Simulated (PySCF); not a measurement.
## Working out the ionisation energy of Ar⁺

Ar⁺ [Ne] 3s2 3p5 (2P) → Ar²⁺ [Ne] 3s2 3p4 (3P). Computed with PySCF 2.14 in aug-cc-pV(D+d)Z, with the non-relativistic Hamiltonian (point nucleus). Frozen: [Ne]. Energies in hartree (1 hartree = 27.21139 eV):

```tsv
part	Ar⁺ (lower)	Ar²⁺ (upper)
UHF	-526.261706	-525.291650
CCSD correlation	-0.143165	-0.118283
(T)	-0.002075	-0.001511
```

Task: What does Hartree-Fock give?

Result: (-525.291650) − (-526.261706) = 0.970056 hartree = 26.397 eV.

Task: What do CCSD and CCSD(T) give?

Result: The CCSD correlation energies differ by 0.024882 hartree = 0.677 eV and the triples by 0.000564 hartree = 0.015 eV, so CCSD gives 27.074 eV and CCSD(T) 27.089 eV.

A first-order spin-orbit estimate adds -0.006 eV to CCSD(T) (valence), giving 27.083 eV against 27.630 eV (measured; NIST Atomic Spectra Database, ionization energies).

What remains against the reference includes basis incompleteness, the frozen core and higher excitations.
